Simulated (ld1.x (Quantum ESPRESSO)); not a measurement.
## Before and after: TM potential for chlorine (Cl)

```json
{
 "Element": "chlorine (Cl)",
 "Generator": "ld1.x (Quantum ESPRESSO) 7.5",
 "Type": "norm-conserving Troullier–Martins (Kleinman–Bylander form)",
 "Functional": "LDA (PZ)",
 "Relativity": "scalar-relativistic",
 "Frozen core": "[Ne]",
 "Valence charge": "7",
 "Reference configuration": "3s2 3p3.5 (charge +1.5)",
 "Partial waves": "3s (bound): rc 0.90 bohr; 3p (bound): rc 1.00 bohr; 3d channel at 0.2 Ry: rc 1.05 bohr",
 "Local potential": "the d channel",
 "Core correction": "none"
}
```

Change: all radii scaled by about 1.13 (s 1.02, p 1.12, d 1.18 bohr).

Cutoffs: the cutoffs (Ry, on a coarse ladder) from which the occupation-weighted sum of valence levels, in a spherical-Bessel basis at the reference potential, stays within 10 and 1 mRy of its value at 400 Ry; they do not see the model core or the augmentation charge, which bear on the density cutoff. Errors are all-electron minus pseudo energies relative to the spin-unpolarised reference configuration.

Predict the effect on cutoff, ghosts and configuration errors.

The potential gets softer (140 Ry and 300 Ry → 110 Ry and 230 Ry); the bound ghost in s disappears; of the 9 tests that both files solve, the error grows in 6 and shrinks in 1 by more than 15 % and 0.3 meV (median size 16.7 → 25.6 meV). A larger radius leaves more room for a smooth pseudo-wave, so fewer plane waves are needed.

| quantity | base | changed |
| --- | --- | --- |
| cutoff, loose | 140 Ry | 110 Ry |
| cutoff, tight | 300 Ry | 230 Ry |
| loose cutoff by channel (10 mRy a level) | s 100 Ry, p 100 Ry | s 70 Ry, p 15 Ry |
| bound ghosts | s | none |
| error for 3s2 3p5, meV [ΔE -25.20 eV] | -34 | +37 |
| error for 3s2 3p4, meV [ΔE -11.23 eV] | -4.2 | +7.0 |
| error for 3s2 3p3, meV [ΔE 14.30 eV] | -5.6 | +9.3 |
| error for 3s1 3p5, meV [ΔE 1.36 eV] | +12 | +6.6 |
| error for 3s2 3p4.5, meV [ΔE -19.57 eV] | -17 | +21 |
| error for 3s1 3p6, meV [ΔE -13.15 eV] | +10 | +26 |
| error for 3s2 3p2, meV [ΔE 52.69 eV] | -47 | +136 |
| error for 3s2 3p3.5 (spin-polarised), meV [ΔE -1.50 eV] | +162 | +162 |
| error for 3s2 3p5 (spin-polarised), meV [ΔE -25.39 eV] | -18 | +55 |

 A true bound ghost makes a file unfit for plane-wave use even where its test errors are small: the radial tests pick states by their node count and pass the ghost by.
